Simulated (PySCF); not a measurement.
# Energy of Se²⁺ (selenium, charge +2) between two integer charges

The 4p alpha orbital of [Ar] 3d10 4s2 4p2 is emptied in steps (occupation f), with all orbitals relaxed, ending at [Ar] 3d10 4s2 4p1. All numbers are calculated (PySCF 2.14, a scalar-relativistic core potential, in aug-cc-pVTZ-PP with ECP10MDF (6s5p4d2f, 55 functions)). The exact energy is a straight line in f; departures are measured from the line between the end points of the same method.

| f | UHF (eV) | LDA (eV) | PBE (eV) | PBE0 (eV) | r2SCAN (eV) | LC-wPBE (eV) | BHandHLYP (eV) | wB97X (eV) | CAM-B3LYP (eV) | B3LYP (eV) |
| --- | --- | --- | --- | --- | --- | --- | --- | --- | --- | --- |
| 1 | 0.000 | 0.000 | 0.000 | 0.000 | 0.000 | 0.000 | 0.000 | 0.000 | 0.000 | 0.000 |
| 0.75 | 0.082 | -1.018 | -0.986 | -0.720 | -0.933 | -0.180 | -0.476 | -0.248 | -0.476 | -0.796 |
| 0.5 | 0.109 | -1.358 | -1.311 | -0.954 | -1.226 | -0.234 | -0.633 | -0.332 | -0.634 | -1.059 |
| 0.25 | 0.080 | -1.017 | -0.978 | -0.710 | -0.900 | -0.170 | -0.473 | -0.251 | -0.473 | -0.792 |
| 0 | 0.000 | 0.000 | 0.000 | 0.000 | 0.000 | 0.000 | 0.000 | 0.000 | 0.000 | 0.000 |

```tsv
method	E(f=0) − E(f=1) (eV)	−ε at f=1 (eV)	−ε at f=0.5 (eV)
UHF	30.996	31.442	30.991
LDA	31.643	26.224	31.644
PBE	31.467	26.201	31.487
PBE0	31.554	27.702	31.581
r2SCAN	31.783	26.761	31.871
LC-wPBE	31.630	30.648	31.658
BHandHLYP	31.470	28.926	31.478
wB97X	31.330	30.008	31.323
CAM-B3LYP	31.568	29.023	31.577
B3LYP	31.546	27.298	31.557
```

Orbital energy along the path (eV):

| f | UHF | LDA | PBE | PBE0 | r2SCAN | LC-wPBE | BHandHLYP | wB97X | CAM-B3LYP | B3LYP |
| --- | --- | --- | --- | --- | --- | --- | --- | --- | --- | --- |
| 1 | -31.442 | -26.224 | -26.201 | -27.702 | -26.761 | -30.648 | -28.926 | -30.008 | -29.023 | -27.298 |
| 0.75 | -31.212 | -28.924 | -28.845 | -29.649 | -29.339 | -31.165 | -30.204 | -30.668 | -30.301 | -29.427 |
| 0.5 | -30.991 | -31.644 | -31.487 | -31.581 | -31.871 | -31.658 | -31.478 | -31.323 | -31.577 | -31.557 |
| 0.25 | -30.778 | -34.365 | -34.100 | -33.473 | -34.269 | -32.109 | -32.739 | -31.988 | -32.839 | -33.671 |
| 0 | -30.573 | -37.048 | -36.648 | -35.298 | -36.476 | -32.487 | -33.983 | -32.682 | -34.077 | -35.743 |

Reference removal energy between the ground levels: 31.697 ± 0.019 eV (measured; NIST Atomic Spectra Database, ionization energies). The calculation has no spin-orbit coupling. UHF lacks correlation.
